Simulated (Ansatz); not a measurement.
Computed with Ansatz on PBE0-D4/def2-TZVP structures; ΔE is electronic, products minus reactants. CCSD(T)/CBS adds triple-zeta CCSD(T) − MP2 to the extrapolated MP2 energy (def2 sets, frozen cores). DFT in def2-TZVPP. def2 core potentials past Kr. For Hf, In outer-core shells are correlated without core-valence functions, which leaves a few kJ/mol of doubt a bond. One conformer a species, not always the lowest.

Reaction (redistribution): `[F][Hf]([F])([Cl])[Cl]` + `[CH3][In]([F])[c]1ccccc1` → `[F][Hf]([F])([Cl])[c]1ccccc1` + `[CH3][In]([F])[Cl]`

```
         level  ΔE (kcal/mol)
          PBE0           15.1
   HF/def2-SVP           12.1
MP2/def2-TZVPP           16.6
 MP2/CBS(def2)           16.7
```

(1) What does CCSD(T)/CBS give? (An estimate is asked.)

Largest T1 diagnostic among the species: 0.015.

## Answers

(1) The calculation gave: +15.7 kcal/mol. The listed levels differ from it by -0.6, -3.6, 0.9, 1.0 kcal/mol.

In def2-TZVPP, CCSD(T) changes the Hartree–Fock value by +2.9 kcal/mol (the triples alone add +0.4 kcal/mol) and MP2 by +3.9 kcal/mol. At CCSD(T), def2-SVP lies −3.3 kcal/mol from the extrapolated value and def2-TZVPP −0.1 kcal/mol. Leaving LDA and LC-ωPBE aside and taking each functional with its dispersion term where it has one, the values, not all of them listed here, spread over 1.2 kcal/mol, from BHLYP-D4 to CAM-B3LYP-D4. LDA lies +2.1 kcal/mol from PBE without D4.
